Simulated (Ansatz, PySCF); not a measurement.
System: SiNH$_{4}$ (charge 0, doublet). SMILES: [SiH3][NH]
Structure (B3LYP-D3(BJ)/def2-TZVP (Ansatz, a program for electronic structure) minimum search):
```
Si
N 1 1.7545
H 2 1.0233 1 112.94
H 1 1.4766 2 109.05 3 -171.64
H 1 1.4867 4 109.54 2 -122.57
H 1 1.4875 4 109.53 5 -119.05
```
Charge 0, spin multiplicity 2.

Property: atomisation energy, in kcal/mol. Set-up: 6-311+G** with 5d, 6d on Na to Ar in Ansatz; atomisation electronic, to ground-state atoms; 6-31G* and kin with 6d, 5d where marked; dispersion terms only where a functional's name holds one; frozen cores in correlated levels; spin-orbit terms left out; UHF or UKS for open shells; non-relativistic. Basis-set limits of correlation are two-point, X^-3; Hartree-Fock from the larger set. [CCSD(T)-MP2]/basis is that difference in the basis named. First-principles rows: single points at B3LYP-D3(BJ) geometries (Ansatz).

Coupled cluster (Ansatz) is a level with limits of its own, used here on species with T1 under 0.025 (0.045 for open shells) and stable references: RI-MP2/CBS(aug-cc-pV(T+d)Z,aug-cc-pV(Q+d)Z)+[CCSD(T)-MP2]/aug-cc-pV(T+d)Z.

Value to compare with, RI-MP2/CBS(aug-cc-pV(T+d)Z,aug-cc-pV(Q+d)Z)+[CCSD(T)-MP2]/aug-cc-pV(T+d)Z (Ansatz): 401.1 kcal/mol.

```csv
level,program,atomisation energy (kcal/mol),difference
HF/3-21G,Ansatz,234.0,-167.1
HF/6-31G*,Ansatz,275.9,-125.2
HF/6-311+G**,Ansatz,280.1,-121.0
SVWN5/6-31G*,Ansatz,437.8,36.7
BP86/def2-SVP,PySCF,405.6,4.5
B3LYP/6-31G*,Ansatz,392.6,-8.5
PBE0/def2-TZVPD,Ansatz,394.7,-6.4
wB97M-V/def2-TZVPD,Ansatz,402.0,0.9
wB97X-V/def2-TZVPD,Ansatz,405.1,4.0
```

Among the 6 habitual levels, HF/3-21G lies farthest from RI-MP2/CBS(aug-cc-pV(T+d)Z,aug-cc-pV(Q+d)Z)+[CCSD(T)-MP2]/aug-cc-pV(T+d)Z (Ansatz) (-167.1 kcal/mol) and BP86/def2-SVP nearest (4.5); 2 of 6 lie above it, and their mean absolute difference is 77.2 kcal/mol, the median 78.8. One case shows no general order.

The levels are drawn from those run, B3LYP/6-31G* more often than the rest, none by its result; left out are runs that failed, that the program found above a lower state of the same kind, or whose <S^2> lies over 0.5 above the pure value.
